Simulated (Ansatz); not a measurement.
Isolated molecules relaxed with PBE0-D4/def2-TZVP in Ansatz; ΔE leaves out vibrations. CBS: MP2 limit from def2 TZ/QZ plus the TZ coupled-cluster correction, frozen cores. DFT in def2-TZVPP. B3LYP here is the variant with VWN-RPA as its local correlation; programs differ in this. For Ge outer-core shells are correlated without core-valence functions, which leaves a few kJ/mol of doubt a bond. Scalar relativity is left out up to krypton. One conformer a species, not always the lowest.

Reaction (formal exchange of groups at the Si–O bond): `CBO[SiH2]F` + `C#[C][GeH3]` → `F[SiH2]C#[C][GeH3]` + `CBO`

Q: Is it downhill or uphill in electronic energy at CCSD(T)/CBS, and by how much? (An estimate is asked.)

A: Computed: Uphill: ΔE = +15.3 kcal/mol.

Q: What do these levels give: ωB97X-V, ωB97M-V, PBE0, B3LYP, MP2/def2-TZVPP, SCS-MP2/def2-QZVPP? (Estimate.)

A: Ansatz gave: ωB97X-V 15.3, ωB97M-V 15.3, PBE0 13.1, B3LYP 14.7, MP2/def2-TZVPP 14.7, SCS-MP2/def2-QZVPP 15.5 kcal/mol.

Largest T1 diagnostic among the species: 0.012.

In def2-TZVPP, CCSD(T) changes the Hartree–Fock value by −3.6 kcal/mol (the triples alone add −0.7 kcal/mol) and MP2 by −3.9 kcal/mol. From PBE to PBE0 (25 % exact exchange), in def2-TZVPP and without D4, ΔE moves by +1.5 kcal/mol.
